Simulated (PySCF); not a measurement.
C5H5FSi, SMILES C#C[Si](C)(F)C#C. Atoms are numbered in the order given.

```xyz
12

C     -0.2102    -1.4011     2.4913
C     -0.0807    -0.7200     1.4948
Si     0.0788     0.3297     0.0000
C     -1.1581     1.7079     0.0000
F      1.5810     0.9594     0.0000
C     -0.0807    -0.7200    -1.4948
C     -0.2102    -1.4011    -2.4913
H     -0.3211    -2.0085     3.3744
H     -1.0349     2.3371     0.8952
H     -1.0349     2.3371    -0.8952
H     -2.1807     1.2985     0.0000
H     -0.3211    -2.0085    -3.3744
```
Charge 0, spin multiplicity 1.

Geometry: ωB97X-D3(BJ)/def2-SVP.

Computed with PySCF with SMD-M06-2X/6-31G*.

Solvation free energies are E(SMD) − E(gas) at the gas-phase geometry, for 1 M in both phases. In vacuum the dipole moment is 2.09 D.

Question: Rank water, methanol, benzene by solvation free energy, most negative first.

Answer: methanol (-3.1 kcal/mol), benzene (-1.7 kcal/mol), water (0.2 kcal/mol)
